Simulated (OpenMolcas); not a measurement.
W III.

```json
{"Program": "OpenMolcas 26.06", "Basis": "ANO-RCC-VTZP [8s7p5d3f2g1h]", "Scalar Hamiltonian": "DKH2, point nucleus", "Active space": "4 electrons in 6 orbitals (5d 6s)", "State averaging": "2S+1 = 5 even, 15 roots; 2S+1 = 3 even, 105 roots kept (CI in the orbitals of an earlier block, 97 in the spin-orbit step); 2S+1 = 1 even, 104 roots kept (CI in the orbitals of an earlier block, 84 in the spin-orbit step)", "Spin-orbit coupling": "RASSI with atomic mean-field integrals over the reference wave functions, term energies averaged over their components"}
```

Two sets of levels on these reference wave functions, in cm⁻¹ above 5d⁴ ⁵D₀: one from CASSCF and one from MS-CASPT2, IPEA 0.25 Eh, imaginary shift 0.1 Eh (closed shells correlated: 5s 5p).

| Level | Set 1 | Set 2 |
| --- | --- | --- |
| 5d⁴ ⁵D₀ [65 %] | 0.0 | 0.0 |
| 5d⁴ ⁵D₁ | 2460 | 2070 |
| 5d⁴ ⁵D₂ | 4870 | 4320 |
| 5d⁴ ⁵D₃ | 6820 | 6300 |
| 5d⁴ ⁵D₄ | 8300 | 7980 |
| 5d³ 6s ⁵F₁ | 11660 | 11540 |
| 5d⁴ ³P₀ [60 %] | 10920 | 11800 |
| 5d³ 6s ⁵F₂ | 13170 | 13060 |
| 5d⁴ ³P₁ | 14000 | 15050 |
| 5d³ 6s ⁵F₃ | 15620 | 15360 |
| 5d⁴ ³H₄ [51 %] | 15390 | 16560 |
| 5d⁴ ³F₂ [68 %] | 15290 | 16900 |
| 5d³ 6s ⁵F₄ | 18180 | 17980 |
| 5d⁴ ³P₂ [71 %] | 17960 | 19430 |
| 5d⁴ ³H₅ [56 %] | 18680 | 19650 |
| 5d³ 6s ⁵F₅ [67 %] | 20540 | 20620 |

**Question.** Which set is which?

**Answer.** Set 1 is MS-CASPT2. Its levels of the other terms of 5d⁴ lie at 0.90 to 0.95 of the other set's values, as expected, since terms of lower spin or lower L gain more correlation energy than the Hund ground term. Against 8 measured levels (NIST levels as listed in McCann et al., Mon. Not. R. Astron. Soc. 538, 537 (2025)) the mean absolute deviation is 670 cm-1 with it and 740 cm-1 without; single levels miss by up to 1100 cm-1 with it.

Term energies are means over components that CASPT2 splits; among the terms shown or strongly mixed into the levels shown the widest spread is 660 cm-1 (5d³ 6s ⁵F, MS-CASPT2). Some high roots are left out of the spin-orbit mixing, which shifts the levels that they would mix with. Terms from blocks run as CI alone lack orbitals of their own. Configurations are named by rounded mean occupations; where the s occupation lies near a half they are strongly mixed, a name can repeat and a true partner stay unpaired. A single d shell beside an s shell can misplace configurations of different d count against each other. Without dynamic correlation excited terms often stand tens of per cent too high (terms of higher spin than the ground term too low), and those without a measured partner can miss by more than the paired ones (holds for CASSCF). Blocks of more than 70 roots (2S+1 = 3 even, 1 even) ran without multistate coupling (holds for MS-CASPT2). The CASPT2 spread within a term exceeds the gap to the next term for 5d³ 6s ⁵F and 5d⁴ ³F, so the order of their levels is uncertain, and so are names and mixing where such terms share a J (holds for MS-CASPT2). Computed and measured levels are paired by configuration, term and J; levels that our copy of the source lacks, or whose pairing is in doubt (as where it misses far off the trend of its configuration), stay unpaired and out of the deviations. Only configurations of the active space appear. Levels that lie high or do not pair safely by name in every column are left out.

A share in square brackets marks a mixed level and gives the weight of the term that names it, the lowest over the columns.
